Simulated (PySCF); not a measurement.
digermane cation (Ge2H6), SMILES [GeH3][GeH3] (connectivity only; charge and spin as stated), charge +1, multiplicity 2. Coordinates come from a PBE-D3(BJ)/def2-TZVP optimisation. The multiplicity is an assumed one; no other spin state was optimised.

The numbers are results of PBE-D3(BJ)/def2-TZVP run with PySCF 2.14.0, not measurements.

Harmonic wavenumbers (cm⁻¹): 89, 127, 227, 227, 269, 269, 619, 668, 806, 806, 812, 812, 2104, 2105, 2159, 2159, 2166, 2166. Rotational constants (GHz): 36.00, 1.623, 1.623; symmetry number 6.

### Question
Work out the zero-point energy and the ideal-gas rigid-rotor harmonic-oscillator thermochemistry at 298.15 K and 1 atm.

### Answer
ZPE = ½ Σ hcν = ½ × 18589 cm⁻¹ = 26.57 kcal/mol. H − E(el) = 31.44 kcal/mol. Entropy in cal/(mol K): translation 40.95, rotation 22.07, vibration 15.24, spin 1.38, total 79.64. G − E(el) = 7.70 kcal/mol. Cp = 23.36 cal/(mol K). Modes under 150 cm⁻¹ make the vibrational entropy uncertain.
